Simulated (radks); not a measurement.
Spherical quantum dot in the effective-mass picture: electrons in a well V = -V0 / (1 + exp((r - R)/a)) with V0 = 24.7, R = 2.52, a = 0.11, with a point charge +1 (a donor) at the centre, all in effective atomic units (hartree* = m*/eps^2 hartree, bohr* = eps/m* bohr), one dielectric constant everywhere. Method: non-relativistic Kohn-Sham, exchange-only LDA, spin-polarised, spherical densities; computed with a radial shooting solver with Libxc functionals. Levels are named by radial order and angular momentum (1s, 1p, 1d, 2s, ...), and open shells are averaged over m. Results are scaled to m* = 0.032 and eps = 13.4, for which hartree* = 4.849 meV and bohr* = 22.16 nm.

N = 22, configuration 1s2 1p6 1d10 2s2 1f(up 2, down 0). This is the lowest configuration that the search found. Occupied and some empty levels:

level    occupation  eigenvalue (meV)  <r> (nm)
1s up             1           -63.112     34.80
1s down           1           -62.922     34.64
1p up             3           -60.655     37.95
1p down           3           -60.438     37.89
1d up             5           -56.941     39.82
1d down           5           -56.709     39.79
2s up             1           -52.688     24.61
2s down           1           -52.604     24.68
1f up             2           -52.062     41.29
1f down           0           -51.822     41.28
1g up             0           -46.123     42.51
1g down           0           -45.879     42.51
2p up             0           -44.733     30.23
2p down           0           -44.619     30.22
2d up             0           -36.924     33.48
2d down           0           -36.786     33.47

Energy (meV): total -1870.19, kinetic 213.32, external -2647.6, Hartree 622.78, exchange-correlation -58.710.
